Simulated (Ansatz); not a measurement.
Name a neutral molecule of Br, Ge, O and H with ideal-gas entropy at 298 K and 1 bar (rigid rotor, harmonic PBE0-D4/def2-TZVP) between 301 and 317 J/(mol·K) and HOMO–LUMO gap (ωB97M-V/def2-TZVPP) between 9.20 and 9.50 eV (Ansatz, PBE0-D4/def2-TZVP geometry).

`[OH][Ge][Br]` (304 J/(mol·K), 9.48 eV). Other molecules can fit too; these were computed, each in one conformer that needn't be the lowest.
